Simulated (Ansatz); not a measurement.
Forces away from equilibrium

MgSnH3 (SMILES [MgH][SnH2+]) (charge +1), closed shell, at a frame of a short PBE0-D4/def2-SVP trajectory.

Mg1  (0.705, -1.483, 0.962)
Sn2  (-0.356, 0.746, -0.550)
H3  (1.411, -2.757, 1.987)
H4  (-1.754, 1.012, -1.474)
H5  (0.294, 2.347, -0.668)
(Å)

Ansatz 0.2.0; basis: def2-TZVPP; cores frozen in the correlated methods. Filled d shells of the heavier atoms are correlated. Core potentials replace the inner electrons of the atoms past krypton. The outer core shell of Li, Na, Mg and K is correlated. The def2 sets are not built for correlating such inner shells, so the correlated values are less sure here.

CCSD(T) forces from the calculation:
```csv
atom,Fx,Fy,Fz (eV/Å)
Mg1,0.428,-0.774,0.607
Sn2,0.051,0.703,-0.117
H3,-0.412,0.724,-0.597
H4,-0.121,-0.248,-0.024
H5,0.054,-0.404,0.131
```

Root-mean-square difference of the force components from those of CCSD(T): PBE-D4 0.175; r2SCAN-D4 0.065; PBE0-D4 0.065; wB97M-V 0.035 eV/Å.

No T1 diagnostic of these runs exceeds 0.014.

For scale, one of the runs: CCSD(T)/def2-TZVPP forces, 124 basis functions, launched by `ansatz run in.yaml --threads 2 --pin off --events-out ev --progress --plain --max-ram 3481MiB`. The run took 87 s on 2 CPU threads of an Arm Neoverse V1 (shared host), with 1.1 GiB of host memory at its peak.
